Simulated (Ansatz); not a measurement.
`[F][Ga]([F])[SH]` + H₂O → `[OH][Ga]([F])[SH]` + H–F  (formal hydrolysis of a Ga–F bond)

Computed with Ansatz on PBE0-D4/def2-TZVP structures; ΔE is electronic, products minus reactants. CCSD(T)/CBS adds triple-zeta CCSD(T) − MP2 to the extrapolated MP2 energy (def2 sets, frozen cores). This one scheme is used for every species. Functionals use def2-TZVPP. For Ga outer-core shells are correlated without core-valence functions, which leaves a few kJ/mol of doubt a bond. Scalar relativity is left out up to krypton. One conformer a species, not always the lowest.

`[F][Ga]([F])[SH]`:

Z-matrix (Å, degrees):
```
Ga
F 1 1.736
S 1 2.163 2 122.4
F 1 1.739 2 115.1 3 180.0
H 3 1.345 1 91.6 2 -179.8
```

H₂O:

```xyz
3

O     0.027    0.388    0.019
H    -0.761   -0.135   -0.144
H     0.734   -0.253    0.125
```

`[OH][Ga]([F])[SH]`:

Z-matrix (Å, degrees):
```
Ga
F 1 1.750
S 1 2.169 2 119.6
O 1 1.770 2 116.9 3 -180.0
H 3 1.345 1 91.7 2 -180.0
H 4 0.961 1 112.9 2 -0.0
```

H–F:

Z-matrix (Å, degrees):
```
F
H 1 0.920
```

| level | ΔE (kJ/mol) | difference from CCSD(T)/CBS |
| --- | --- | --- |
| PBE0-D4 | 21.3 | 3.7 |
| ωB97M-V | 23.5 | 5.9 |
| PBE0 | 22.8 | 5.2 |
| SCS-MP2/def2-TZVPP | 20.1 | 2.5 |
| CCSD/def2-TZVPP | 20.6 | 3.0 |
| CCSD(T)/def2-TZVPP | 19.3 | 1.7 |
| MP2/def2-QZVPP | 16.7 | -0.9 |
| SCS-MP2/def2-QZVPP | 20.1 | 2.5 |
| HF/CBS(def2) | 32.5 | 14.9 |
| CCSD/CBS(def2) | 18.9 | 1.3 |
| CCSD(T)/CBS | 17.6 | 0 |

Largest T1 diagnostic among the species: 0.014.

In def2-TZVPP, CCSD(T) changes the Hartree–Fock value by −11.1 kJ/mol (the triples alone add −1.3 kJ/mol) and MP2 by −13.3 kJ/mol.
